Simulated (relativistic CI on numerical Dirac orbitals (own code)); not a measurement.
# Radial parameters of Sc17+

These numbers are calculated, not measured: Dirac-Coulomb-Breit CI, orbitals from a KLI potential per configuration, model QED (radiative potential, 1s self-energy scaled to tabulated hydrogen-like ionisation energies), unscaled Slater integrals (own radial code, finite nucleus).

Slater integrals F^k, G^k are unscaled and averaged over j, outside the closed core 1s2; ζ comes from projecting the Hamiltonian with its Breit term on Σ l·s of the shell.

- 2s2p: G^1(2s,2p) = 388820, ζ(2p) = 32336 cm⁻¹; <r>(2s) = 0.3057, <r^2>(2s) = 0.1092, <r>(2p) = 0.2629, <r^2>(2p) = 0.08338 (bohr units).
- 2p²: F^2(2p,2p) = 362840, ζ(2p) = 31937 cm⁻¹; <r>(2p) = 0.2637, <r^2>(2p) = 0.08393 (bohr units).
- 2p3s: ζ(2p) = 33389, G^1(2p,3s) = 38562 cm⁻¹; <r>(2p) = 0.2605, <r^2>(2p) = 0.0819, <r>(3s) = 0.7102, <r^2>(3s) = 0.5726 (bohr units).

Averages of the first 10 configurations, taken without configuration mixing, which lowers the lowest level and can move excited configurations by several eV; other configurations of the list can lie among them:

| Configuration | Parity | States | Average energy above the lowest level (eV) |
| --- | --- | --- | --- |
| 2s² | even | 1 | 6.4 |
| 2s2p | odd | 12 | 46.0 |
| 2p² | even | 15 | 101.2 |
| 2p3s | odd | 12 | 737.3 |
| 2p3p | even | 36 | 751.5 |
| 2s3s | even | 4 | 692.6 |
| 2s3p | odd | 12 | 708.1 |
| 2s3d | even | 20 | 718.4 |
| 2s4s | even | 4 | 925.2 |
| 2s4p | odd | 12 | 931.5 |
